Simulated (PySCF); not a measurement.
# Trend along group 13: MP molecules

PBE0 with triple-zeta basis sets in PySCF, for the lowest determinant that a PBE0 search found; no spin–orbit coupling. De refers to high-spin ground-configuration atoms. A positive dipole means M(−)P(+).

```tsv
M	basis	state (unpaired electrons)	Re (Å)	ωe (cm⁻¹)	De (eV)	μ (D)
B	x2c-TZVPPall	triplet (σ ↑, π ↑)	1.736	983	3.62	-0.20
In	def2-TZVPP	triplet (π ↑↑)	2.644	256	1.98	-2.13
Tl	x2c-TZVPPall	triplet (π ↑↑)	2.701	236	1.90	-2.80
```

The shortest bond is that of BP (1.736 Å), the longest that of TlP (2.701 Å).

The rows differ in basis set, which adds steps of its own.

The state changes along the series, so neighbouring rows are not always alike in their bonding.

These are scalar-relativistic numbers at best; spin–orbit coupling would shift them, the dissociation energy most. States were picked by a PBE0 search and need not be the measured ground states.
